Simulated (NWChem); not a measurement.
Correlation energy of CNO

```xyz
3

N      0.0000     0.0000     1.2646
C      0.0000     0.0000     0.0391
O      0.0000     0.0000    -1.1358
```
Charge 0, spin multiplicity 2.

Program: NWChem. All single points use one geometry, from UPBE0/def2-SVP, a minimum by its harmonic frequencies.

Basis set: def2-SVP. Each correlation energy counts from its own Hartree-Fock reference.

The correlated methods keep 3 core orbitals frozen. The structure started from a generated list of species. The unpaired electrons of the parent sit in orbitals of symmetry b1 (C2v labels of the run); other states weren't searched. No SCF solution was tested for a lower state. Open-shell Hartree-Fock references start from PBE0 orbitals. Coupled-cluster values serve here as a point of comparison, not as the truth.

**Question.** Order these methods by the correlation energy they give, lowest first: UMP2, CCSD(T) on UHF, CCSD[T] on UHF, CCSD on UHF, SCS-UMP2.

**Answer.** CCSD[T] on UHF (-455.0 mHa), CCSD(T) on UHF (-452.8 mHa), CCSD on UHF (-435.9 mHa), UMP2 (-416.6 mHa), SCS-UMP2 (-400.3 mHa)
